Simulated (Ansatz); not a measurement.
Dissociation curve of Si(Me)(OEt)2(H), SMILES CCO[SiH](C)OCC (C5H14O2Si). The Si1–H22 bond (Si1 also carries C, O, O; H22 carries nothing else) is stretched with both fragments frozen at the PBE0/def2-SVP optimised geometry.

- RKS-PBE = restricted PBE/def2-SVP (Ansatz, an electronic-structure program)
- UKS-PBE = unrestricted PBE/def2-SVP (Ansatz)
- RKS-PBE0 = restricted PBE0/def2-SVP run with Ansatz
- UKS-PBE0 = unrestricted PBE0/def2-SVP (Ansatz)

Energies relative to the lowest point of each curve near equilibrium, in mEh; the last columns give the difference from UKS-PBE0:

| R / Å | RKS-PBE | UKS-PBE | RKS-PBE0 | UKS-PBE0 | RKS-PBE − UKS-PBE0 | UKS-PBE − UKS-PBE0 | RKS-PBE0 − UKS-PBE0 |
|---|---|---|---|---|---|---|---|
| 1.24 | 32.2 | 32.2 | 30.7 | 30.7 | 1.5 | 1.5 | 0.0 |
| 1.31 | 15.4 | 15.4 | 14.2 | 14.2 | 1.2 | 1.2 | 0.0 |
| 1.41 | 3.0 | 3.0 | 2.4 | 2.4 | 0.6 | 0.6 | 0.0 |
| 1.43 | 1.8 | 1.8 | 1.3 | 1.3 | 0.5 | 0.5 | 0.0 |
| 1.49 | 0.0 | 0.0 | 0.0 | 0.0 | 0.0 | 0.0 | 0.0 |
| 1.55 | 0.6 | 0.6 | 1.1 | 1.1 | -0.5 | -0.5 | 0.0 |
| 1.60 | 2.5 | 2.5 | 3.5 | 3.5 | -0.9 | -0.9 | 0.0 |
| 1.68 | 7.6 | 7.6 | 9.3 | 9.3 | -1.7 | -1.7 | 0.0 |
| 1.81 | 19.2 | 19.2 | 22.2 | 22.2 | -2.9 | -2.9 | 0.0 |
| 1.94 | 33.0 | 33.0 | 37.3 | 37.3 | -4.3 | -4.3 | 0.0 |
| 2.19 | 61.1 | 61.1 | 68.1 | 68.1 | -7.0 | -7.0 | 0.0 |
| 2.46 | 89.2 | 89.2 | 99.2 | 99.2 | -10.0 | -10.0 | 0.0 |
| 2.76 | 115.6 | 115.6 | 128.9 | 126.7 | -11.1 | -11.1 | 2.2 |
| 3.14 | 141.4 | 136.7 | 158.7 | 143.3 | -1.8 | -6.6 | 15.5 |
| 3.66 | 165.6 | 147.2 | 187.9 | 151.0 | 14.5 | -3.8 | 36.8 |
| 4.30 | 183.0 | 150.3 | 210.4 | 153.2 | 29.8 | -3.0 | 57.2 |

RKS-PBE is furthest from UKS-PBE0 at 4.30 (29.8 mEh, above); its mean absolute difference over the points is 5.5 mEh.

UKS-PBE is furthest from UKS-PBE0 at 2.76 (-11.1 mEh, below); its mean absolute difference over the points is 3.5 mEh.

RKS-PBE0 is furthest from UKS-PBE0 at 4.30 (57.2 mEh, above); its mean absolute difference over the points is 7.0 mEh.

The restricted form behind RKS-PBE, RKS-PBE0 keeps the bonding electrons paired and can't separate into open-shell fragments. The unrestricted determinant behind UKS-PBE is spin-contaminated at 3.14 to 4.30 Å (<S²> up to 1.0, against 0.00 for a pure singlet). The unrestricted solution behind UKS-PBE0 changes between 2.76 and 3.14 Å, which can leave a kink. The unrestricted determinant behind UKS-PBE0 is spin-contaminated at 2.76 to 4.30 Å (<S²> up to 1.0, against 0.00 for a pure singlet).
